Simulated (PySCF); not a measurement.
pyrazine (C₄H₄N₂), SMILES c1cnccn1. Atoms are numbered in the order given.

```xyz
10

C      0.0000    -1.1381    -0.7033
C      0.0000    -1.1381     0.7033
N      0.0000     0.0000     1.4145
C      0.0000     1.1381     0.7033
C      0.0000     1.1381    -0.7033
N      0.0000     0.0000    -1.4145
H      0.0000    -2.0882    -1.2675
H      0.0000    -2.0882     1.2675
H      0.0000     2.0882     1.2675
H      0.0000     2.0882    -1.2675
```
Charge 0, spin multiplicity 1.

Geometry optimised at PBE-D3(BJ)/def2-SVP.

Method: PySCF with PBE-D3(BJ)/def2-SVP.

Harmonic, unscaled wavenumbers; measured fundamentals usually lie a few per cent lower.

```json
[
 {"mode": "1", "ν (cm⁻¹)": "309", "IR (km/mol)": "0.0", "moving atoms (share of kinetic energy)": "C 58 %, H 42 %"},
 {"mode": "2", "ν (cm⁻¹)": "417", "IR (km/mol)": "18.3", "moving atoms (share of kinetic energy)": "N 64 %, C 29 %"},
 {"mode": "3", "ν (cm⁻¹)": "585", "IR (km/mol)": "0.0", "moving atoms (share of kinetic energy)": "N 65 %, C 30 %"},
 {"mode": "4", "ν (cm⁻¹)": "703", "IR (km/mol)": "0.0", "moving atoms (share of kinetic energy)": "C 85 %, N 8 %"},
 {"mode": "5", "ν (cm⁻¹)": "764", "IR (km/mol)": "0.0", "moving atoms (share of kinetic energy)": "C 43 %, N 35 %, H 22 %"},
 {"mode": "6", "ν (cm⁻¹)": "774", "IR (km/mol)": "18.7", "moving atoms (share of kinetic energy)": "H 88 %, C 11 %"},
 {"mode": "7", "ν (cm⁻¹)": "915", "IR (km/mol)": "0.0", "moving atoms (share of kinetic energy)": "H 78 %, C 22 %"},
 {"mode": "8", "ν (cm⁻¹)": "963", "IR (km/mol)": "0.0", "moving atoms (share of kinetic energy)": "H 70 %, C 29 %"},
 {"mode": "9", "ν (cm⁻¹)": "969", "IR (km/mol)": "0.0", "moving atoms (share of kinetic energy)": "H 58 %, C 42 %"},
 {"mode": "10", "ν (cm⁻¹)": "998", "IR (km/mol)": "38.1", "moving atoms (share of kinetic energy)": "N 53 %, C 37 %, H 10 %"},
 {"mode": "11", "ν (cm⁻¹)": "1025", "IR (km/mol)": "0.0", "moving atoms (share of kinetic energy)": "C 62 %, N 24 %, H 14 %"},
 {"mode": "12", "ν (cm⁻¹)": "1061", "IR (km/mol)": "8.4", "moving atoms (share of kinetic energy)": "H 57 %, C 35 %, N 8 %"},
 {"mode": "13", "ν (cm⁻¹)": "1137", "IR (km/mol)": "7.3", "moving atoms (share of kinetic energy)": "H 53 %, C 45 %"},
 {"mode": "14", "ν (cm⁻¹)": "1211", "IR (km/mol)": "0.0", "moving atoms (share of kinetic energy)": "H 80 %, C 19 %"},
 {"mode": "15", "ν (cm⁻¹)": "1279", "IR (km/mol)": "0.0", "moving atoms (share of kinetic energy)": "C 58 %, N 42 %"},
 {"mode": "16", "ν (cm⁻¹)": "1316", "IR (km/mol)": "0.0", "moving atoms (share of kinetic energy)": "H 84 %, N 12 %"},
 {"mode": "17", "ν (cm⁻¹)": "1403", "IR (km/mol)": "28.5", "moving atoms (share of kinetic energy)": "H 47 %, C 38 %, N 15 %"},
 {"mode": "18", "ν (cm⁻¹)": "1462", "IR (km/mol)": "1.6", "moving atoms (share of kinetic energy)": "C 50 %, H 40 %, N 10 %"},
 {"mode": "19", "ν (cm⁻¹)": "1562", "IR (km/mol)": "0.0", "moving atoms (share of kinetic energy)": "C 51 %, N 47 %"},
 {"mode": "20", "ν (cm⁻¹)": "1577", "IR (km/mol)": "0.0", "moving atoms (share of kinetic energy)": "C 79 %, H 11 %, N 9 %"},
 {"mode": "21", "ν (cm⁻¹)": "3074", "IR (km/mol)": "0.0", "moving atoms (share of kinetic energy)": "H 92 %"},
 {"mode": "22", "ν (cm⁻¹)": "3075", "IR (km/mol)": "6.9", "moving atoms (share of kinetic energy)": "H 92 %, C 8 %"},
 {"mode": "23", "ν (cm⁻¹)": "3087", "IR (km/mol)": "72.3", "moving atoms (share of kinetic energy)": "H 91 %, C 9 %"},
 {"mode": "24", "ν (cm⁻¹)": "3095", "IR (km/mol)": "0.0", "moving atoms (share of kinetic energy)": "H 91 %, C 9 %"}
]
```
